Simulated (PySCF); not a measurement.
Input of a response calculation (the driver script's job line, then coordinates in Å):

```
{"job": {"kind": "uv", "xc": "PBE0", "basis": "def2-SVPD", "nstates": 6, "ntriplets": 2}, "charge": 0, "multiplicity": 1}
C      3.585710     0.025452     0.012315
N      2.720645     0.399673    -0.802482
C      1.410838     0.763073    -0.709625
O      1.047605     1.882286    -0.442944
C      0.491117    -0.353353    -1.189724
C     -0.968523    -0.069818    -0.846930
C     -1.260461    -0.249753     0.641098
C     -2.728318     0.010852     0.955238
H      3.406179    -0.104857     1.080542
H      4.581251    -0.194941    -0.353399
H      0.619126    -0.418644    -2.272998
H      0.820178    -1.301477    -0.758126
H     -1.199050     0.957020    -1.135483
H     -1.608444    -0.740239    -1.424680
H     -0.639078     0.441336     1.213199
H     -1.000159    -1.267871     0.944143
H     -3.365589    -0.672163     0.397013
H     -2.924321    -0.125992     2.015977
H     -2.998512     1.028667     0.684566
```

Computed with TDDFT PBE0/def2-SVPD, vertical, gas phase, core orbitals frozen in the response in PySCF. Job line and output are in the format of a driver script around the code.

(1) Give the output.

Results:

(1) 
```
coarse grid: 15488 points
cycle   1  E = -364.3371244256  dE =  1.001e+00  |g| = 8.208e-01  |ddm| = 6.339e+00
cycle   2  E = -363.7615477748  dE =  5.756e-01  |g| = 1.846e+00  |ddm| = 4.196e+00
cycle   3  E = -364.4728512518  dE = -7.113e-01  |g| = 2.378e-01  |ddm| = 3.424e+00
cycle   4  E = -364.4843161742  dE = -1.146e-02  |g| = 1.064e-01  |ddm| = 6.042e-01
cycle   5  E = -364.4862178153  dE = -1.902e-03  |g| = 4.918e-02  |ddm| = 2.419e-01
cycle   6  E = -364.4867611479  dE = -5.433e-04  |g| = 7.568e-03  |ddm| = 8.279e-02
cycle   7  E = -364.4867742426  dE = -1.309e-05  |g| = 2.269e-03  |ddm| = 1.894e-02
cycle   8  E = -364.4867755391  dE = -1.297e-06  |g| = 5.965e-04  |ddm| = 5.084e-03
final grid: 148544 points
cycle   9  E = -364.5435735243  dE = -3.763e-05  |g| = 1.177e-02  |ddm| = 1.362e-01
cycle  10  E = -364.5435104741  dE =  6.305e-05  |g| = 2.135e-02  |ddm| = 4.296e-02
cycle  11  E = -364.5436024589  dE = -9.198e-05  |g| = 3.203e-03  |ddm| = 2.751e-02
cycle  12  E = -364.5436046907  dE = -2.232e-06  |g| = 3.627e-04  |ddm| = 4.198e-03
cycle  13  E = -364.5436047126  dE = -2.185e-08  |g| = 2.008e-04  |ddm| = 1.102e-03
cycle  14  E = -364.5436047211  dE = -8.494e-09  |g| = 5.648e-05  |ddm| = 4.989e-04
cycle  15  E = -364.5436047218  dE = -7.068e-10  |g| = 1.077e-05  |ddm| = 9.305e-05
converged SCF energy = -364.5436047218

Static polarisability (au): isotropic 84.293, principal 71.996 74.369 106.513

Singlet excitations
state   eV       nm        f      main configurations
  1   4.4107    281.1   0.00050   H->L 0.90, H-1->L 0.09
  2   5.2386    236.7   0.00837   H->L+1 0.74, H-1->L 0.11, H-1->L+1 0.09
  3   5.5594    223.0   0.00362   H-1->L 0.77, H->L 0.10, H->L+1 0.08
  4   6.8413    181.2   0.04903   H-1->L+1 0.55, H->L+2 0.23, H->L+1 0.15
  5   7.0832    175.0   0.00028   H-2->L 0.92
  6   7.2132    171.9   0.02302   H->L+2 0.43, H-3->L 0.33, H-1->L+1 0.14

Triplet excitations (Tamm-Dancoff, eV): 3.8615 4.6131
```

Geometry: GFN2-xTB, one conformer, isolated molecule.

The SCF starts on a coarse grid; the energy jumps when the final grid takes over, and dE counts afresh there. H and L stand for HOMO and LUMO.

On an Intel Xeon at 2.50 GHz with one thread, shared host with 64 logical CPUs at a one-minute load of 60, this took 2.0 min wall and 1.0 GiB of memory at its peak.

Conformer computed: `[CH2:1]=[N:2][C:3](=[O:4])[CH2:5][CH2:6][CH2:7][CH3:8]`: C1–N2–C3–O4 86°, N2–C3–C5–C6 169°, C3–C5–C6–C7 -73°, C5–C6–C7–C8 -179°.
